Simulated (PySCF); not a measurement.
## Distorted geometries of [TaO2(OH)2]−

[TaO2(OH)2]− (singlet). PySCF 2.14.0, RKS TPSS, Ta def2-SVP with ECP60, O def2-SVP, H def2-SVP; non-relativistic Hamiltonian with scalar-relativistic core potentials where named; density fitting; no spin-orbit coupling. Relaxed geometry:

```xyz
7

Ta    0.0000    0.0000   -0.1809
O     0.8766    1.1866    0.8440
O    -0.8766   -1.1866    0.8440
O     1.3051   -1.0198   -1.3060
H     1.1909   -1.9847   -1.2777
O    -1.3051    1.0198   -1.3060
H    -1.1909    1.9847   -1.2777
```

**Question.** Order these distorted geometries by energy above the relaxed one, lowest first.
A.
```xyz
7

Ta    0.1045   -0.0283   -0.0857
O     1.1021    1.1078    0.8038
O    -0.8622   -1.1624    0.8630
O     1.2519   -1.0141   -1.2530
H     1.1499   -2.1461   -1.3256
O    -1.3797    1.2087   -1.4927
H    -1.3665    2.0344   -1.1703
```
B.
```xyz
7

Ta   -0.0258   -0.0296   -0.1998
O     0.8922    1.1761    0.8206
O    -0.8947   -1.1760    0.8535
O     1.2663   -0.9850   -1.2937
H     1.2271   -1.9863   -1.3033
O    -1.2697    1.0335   -1.2840
H    -1.1954    1.9672   -1.2538
```
C.
```xyz
7

Ta    0.0382    0.0574   -0.1565
O     0.8960    1.2261    0.8184
O    -0.8696   -1.2044    0.8970
O     1.3112   -1.0725   -1.3316
H     1.1545   -1.9902   -1.3209
O    -1.3459    1.0286   -1.3022
H    -1.1844    1.9550   -1.2649
```

**Answer.** B (0.14 eV), C (0.33 eV), A (1.76 eV).

**Question.** Which forces (eV/Å) act in the one that lies 0.14 eV up?

**Answer.** 
```
Ta   0.74  1.67  1.56
O   -0.53 -0.69 -0.57
O   -0.39 -0.54  0.29
O    0.72 -2.12 -0.79
H    0.07  1.37  0.01
O   -0.77 -1.53 -0.57
H    0.16  1.85  0.07
```
Forces carry noise of the integration grid, about 0.01 to 0.03 eV/Å.

No frequency check is given that shows the relaxed geometry to be a minimum.
